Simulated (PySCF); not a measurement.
Level of theory: PySCF with PBE-D3(BJ)/def2-TZVP // CAM-B3LYP-D3(BJ)/def2-TZVP. All species are isolated molecules in the gas phase. Excitations are Tamm–Dancoff values on a coarser integration grid. The basis has no diffuse functions, so Rydberg states are missing or too high.

Reference species (SMILES): `O=CC#N` (neutral, multiplicity 1).

| Item | Value |
|---|---|
| T1 excitation (TDA) | 2.94 eV |
| HOMO–LUMO gap | 3.33 eV |

Changed species: `O=C=C=N`.

**Question.** What does the change do to the T1 excitation (TDA) and HOMO–LUMO gap?

**Answer.** the T1 excitation (TDA) decreases by 2.61 eV, to 0.33 eV; the HOMO–LUMO gap drops by 2.63 eV, to 0.70 eV.
